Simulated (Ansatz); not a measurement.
CH5MoNO2S, SMILES `C[O][Mo]([NH2])(=[O])=[S]`. Total charge 0; spin multiplicity 1. Mo takes the def2 core potential. The geometry is a stationary point of PBE0-D4/def2-TZVP. It is one conformer, not always the lowest.

```xyz
11

C     0.299    0.811   -1.810
O     0.216   -0.376   -1.060
Mo    0.406   -0.770    0.739
N    -1.230   -0.421    1.679
O     0.777   -2.393    0.896
S     1.910    0.493    1.539
H    -0.603    1.414   -1.671
H     1.171    1.398   -1.504
H     0.389    0.547   -2.866
H    -1.452    0.450    2.136
H    -1.883   -1.152    1.922
```

Q: What is the dipole moment at PBE/def2-TZVPP? (Estimate.)

A: Computed: 3.98 D, with components (-3.35, 2.02, -0.77) D in this frame, pointing from negative to positive charge.

Q: And with r2SCAN, B3LYP, ωB97M-V? (An estimate is asked.)

A: Computed: r2SCAN 4.09 D, B3LYP 4.03 D, ωB97M-V 3.96 D.

Q: Give the Mulliken charges with PBE, B3LYP, r2SCAN in def2-TZVPP. (An estimate is asked.)

A: Ansatz gave: 
```
atom    PBE  B3LYP  r2SCAN
  C1  -0.10  -0.08    0.04
  O2  -0.41  -0.49   -0.48
 Mo3   1.15   1.31    1.30
  N4  -0.49  -0.52   -0.54
  O5  -0.46  -0.52   -0.51
  S6  -0.38  -0.39   -0.40
  H7   0.10   0.10    0.06
  H8   0.11   0.11    0.07
  H9   0.11   0.11    0.07
 H10   0.19   0.18    0.19
 H11   0.19   0.18    0.19
```

B3LYP here is the variant with VWN-RPA as its local correlation; programs differ in this.
